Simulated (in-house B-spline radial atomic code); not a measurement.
A run on Sc IV (Sc3+) (an excited or competing configuration) that did not converge. Method: non-relativistic wB97X, spin-polarised, spherical fractional occupations, exact exchange averaged over the configuration, point nucleus; computed with an all-electron radial atomic-structure program (B-spline basis).

Command:
```bash
python run_scf.py task.json out
```
Settings:
```
Z                21
configuration    [Ne] 3s1 3p6 4f1
hamiltonian      nr
method           wb97x
spin_polarised   True
exact_exchange   averaged over the configuration
```

First and last ten iterations of the last attempt (damped for 15 steps, keeping 80 % of the old Fock matrix, then DIIS):
```
 iter        energy (Eh)    residual
    1        -750.433845    4.30e-01
    2        -755.374854    1.59e-01
    3        -755.656359    1.17e-01
    4        -755.802880    8.61e-02
    5        -755.880646    6.40e-02
    6        -755.922598    4.79e-02
    7        -755.945552    3.61e-02
    8        -755.958290    2.73e-02
    9        -755.965465    2.07e-02
   10        -755.969550    1.58e-02
  111        -755.974969    4.63e-07
  112        -755.974969    4.80e-07
  113        -755.974969    3.97e-07
  114        -755.974969    3.04e-07
  115        -755.974969    3.05e-07
  116        -755.974969    1.17e-05
  117        -755.974969    3.33e-07
  118        -755.974969    3.10e-07
  119        -755.974969    3.05e-07
  120        -755.974969    3.06e-07
 not converged after 120 iterations
```

The smallest residual met was 3.0e-07; the threshold is about 2e-07. Over the last five steps the energy moves by less than 1e-08 hartree, but the orbitals didn't meet the threshold. Run time, properties included: 8.7 s on 1 thread of Arm Neoverse N1, with other jobs on the host.
